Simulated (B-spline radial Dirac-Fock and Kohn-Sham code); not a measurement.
# Form factor and incoherent scattering function of Re²⁶⁺

System: the Re²⁶⁺ ion in the configuration [Kr] 4d10 4f3.

These are calculated numbers from a radial finite-basis atomic code; the model is Dirac-Fock densities. f₀ is the Fourier transform of the spherical electron density, S the Waller-Hartree incoherent function, and s = sin θ/λ. The electron scattering factor follows from the Mott-Bethe formula f_e = 0.023934 Å⁻¹·(Z − f₀)/s².

```
s (Å⁻¹)      f₀       S  f_e (Å)
      0  49.000   0.000        –
   0.05  48.899   0.079  249.880
   0.07  48.802   0.155  127.962
   0.09  48.674   0.255   77.788
   0.11  48.514   0.380   52.389
   0.14  48.217   0.610   32.705
   0.17  47.853   0.891   22.482
   0.22  47.103   1.464   13.795
   0.28  45.987   2.303    8.857
   0.35  44.422   3.453    5.974
   0.44  42.080   5.120    4.070
   0.55  38.883   7.309    2.858
   0.69  34.616  10.122    2.030
   0.87  29.390  13.539    1.442
    1.1  23.896  17.455    1.011
   1.39  19.209  21.763    0.691
   1.75  15.854  26.203    0.462
    2.2  13.122  30.374    0.306
   2.77  10.107  34.071    0.202
    3.5   7.164  37.386    0.133
    4.4   5.320  40.274    0.086
   5.55   4.273  42.820    0.055
   6.99   3.279  44.870    0.035
```

f₀ starts at the number of electrons, 49, and has fallen to half at s ≈ 1.07 Å⁻¹. The sum of ⟨r²⟩ over the electrons is 5.488 bohr². For an ion f_e diverges as s goes to zero, because of the net charge.
